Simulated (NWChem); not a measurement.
## FGa

```xyz
2

Ga     0.0000     0.0000    -0.4046
F      0.0000     0.0000     1.3936
```
Charge 0, spin multiplicity 1.

All runs are NWChem calculations. The geometry was optimised at PBE/def2-SVP, a minimum by its harmonic frequencies.

The Hamiltonian is non-relativistic. The structure started from a generated list of species. The stability of the SCF solutions was not checked.

Worked example. At PBE/def2-TZVPD the parent has a total energy of -2024.41779 Ha and the doublet with one electron less, at the same geometry, -2024.03302 Ha. The vertical ionisation energy is their difference.

ΔE = -2024.03302 − (-2024.41779) = 0.38477 Ha. Times 27.2114 eV/Ha this is 10.47 eV, or 1010 kJ/mol; λ = 1239.84/10.47 = 118.4 nm. No relaxation of the ion's geometry and no zero-point term enter.
